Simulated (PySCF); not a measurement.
Al(Br)(Me)(OH) (CH₄AlBrO), SMILES [CH3][Al]([OH])[Br]. Heavy atoms are numbered as in [Al:1]([Br:2])([CH3:3])[OH:7]. Hydrogens are named by the atom that carries them.

Coordinates come from a TPSSh-D3(BJ)/def2-SVP optimisation. The structure was generated by enumeration; whether it is a known compound was not checked. The values are those of a single conformer.

All values below come from PBE/pcSseg-1 in PySCF.

GIAO shieldings, no solvent; atoms alike by connectivity are averaged. δ = σ(ref) − σ: ¹³C against TMS (σ = 182.0 ppm); ¹H against TMS (σ = 31.49 ppm); ¹⁷O against H2O (σ = 334.3 ppm), references at their B3LYP-D3(BJ)/def2-TZVP geometries, non-relativistic (without spin–orbit terms, shifts of atoms bonded to Cl or Br come out too high).

| nucleus | atoms | count | δ (ppm) |
|---|---|---|---|
| ¹³C | C3 (CH3) | 1 | -10.3 |
| ¹H | H on O7 | 1 | 3.25 |
| ¹H | H on C3 | 3 | 0.18 |
| ¹⁷O | O7 (OH) | 1 | 89.4 |
